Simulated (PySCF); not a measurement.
Two species compared at the same levels of theory.

First species: C₅H₆OS.
SMILES: `CSc1ccco1`

Second species: C₅H₆Cl₂O.
SMILES with atom numbers: `[CH2:1]=[CH:2][O:3][C:4](=[CH2:5])[CH:6]([Cl:7])[Cl:8]` (hydrogens: H9, H10 on C1; H11 on C2; H12, H13 on C5; H14 on C6)

Levels: CAM-B3LYP/def2-SVPD for dipole moment, HOMO energy, LUMO energy, HOMO–LUMO gap, static isotropic polarisability and electronic spatial extent ⟨r²⟩ about the centre of nuclear charge; TDDFT CAM-B3LYP/def2-SVPD for lowest singlet excitation; PBE0-D3(BJ)/def2-SVP for rotational constant A and rotational constant C. Geometries: PBE0-D3(BJ)/def2-SVP. All species are isolated and taken at one optimised geometry, non-relativistic unless stated; the electronic structure was computed with PySCF and density fitting.

Dipoles, sizes and rotational constants follow the conformer. The torsions of the flexible species, by atom-mapped SMILES:
- `[CH3:1][S:2][c:3]1[cH:4][cH:5][cH:6][o:7]1`: C1–S2–C3–C4 180°
- `[CH2:1]=[CH:2][O:3][C:4](=[CH2:5])[CH:6]([Cl:7])[Cl:8]`: C1–C2–O3–C4 150°, C2–O3–C4–C5 -26°, O3–C4–C6–Cl7 165°

Values for the first species:

| Quantity | Value |
| --- | --- |
| Dipole moment | 1.04 D |
| HOMO energy | -6.99 eV |
| LUMO energy | 1.07 eV |
| HOMO–LUMO gap | 8.06 eV |
| Lowest singlet excitation | 4.94 eV |
| Static isotropic polarisability | 82.3 au |
| Electronic spatial extent ⟨r²⟩ about the centre of nuclear charge | 912 bohr² |
| Rotational constant A | 5.765 GHz |
| Rotational constant C | 1.273 GHz |

(1) Estimate the same properties for the second species, and the change in each.

Results:

(1) 
```tsv
property	first	second	second less first
dipole moment	1.04 D	1.93 D	+0.89 D
HOMO energy	-6.99 eV	-8.41 eV	-1.42 eV
LUMO energy	1.07 eV	0.20 eV	-0.87 eV
HOMO–LUMO gap	8.06 eV	8.61 eV	+0.55 eV
lowest singlet excitation	4.94 eV	5.89 eV	+0.95 eV
static isotropic polarisability	82.3 au	95.3 au	+13.0 au
electronic spatial extent ⟨r²⟩ about the centre of nuclear charge	912 bohr²	1626 bohr²	+714 bohr²
rotational constant A	5.765 GHz	2.472 GHz	-3.293 GHz
rotational constant C	1.273 GHz	0.675 GHz	-0.598 GHz
```

On the first: S1 lies 3.12 eV below the HOMO–LUMO gap; its leading configuration is HOMO→LUMO, weight 0.75. The dipole equals about 3.5 × 10⁻³⁰ C·m (1 D = 3.33564 × 10⁻³⁰ C·m).

On the second: The principal polarisabilities are 74.8, 92.8 and 118.5 au; their mean is the isotropic value. No computed singlet falls in the visible range (750 to 380 nm, 1.65 to 3.26 eV); S1 lies 2.63 eV above its blue end.
